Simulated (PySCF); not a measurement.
**Radial density of La³⁶⁺ (lanthanum, charge +36)**

TPSSh, [Ar] 3d3, high-spin 4F determinant. Computed with PySCF 2.14 in an even-tempered Gaussian basis (18 s from 5.9 bohr⁻², ratio 2.5; 12 p from 7.7 bohr⁻², ratio 2.5; 8 d from 7.7 bohr⁻², ratio 2.5; 4 f from 29 bohr⁻², ratio 2.7; 3 g from 43 bohr⁻², ratio 2.7), with the spin-free X2C one-electron Hamiltonian (Gaussian nucleus).

| r (bohr) | 4πr²ρ (e/bohr) | 4πr²(ρα − ρβ) |
| --- | --- | --- |
| 0.0236 | 70.86 | 0.0117 |
| 0.0396 | 67.16 | 0.1647 |
| 0.0667 | 92.15 | 1.4457 |
| 0.112 | 66.45 | 7.0003 |
| 0.189 | 49.05 | 13.9994 |
| 0.317 | 33.71 | 6.5571 |
| 0.534 | 1.504 | 0.2709 |
| 0.898 | 0.002215 | 0.0005 |

Densities and radii are taken from the X2C orbitals without a picture-change correction, which distorts them close to the nucleus.

Spin-orbit coupling is strong in this species (close to jj coupling), so the high-spin LS determinant is a model state, not a physical level.
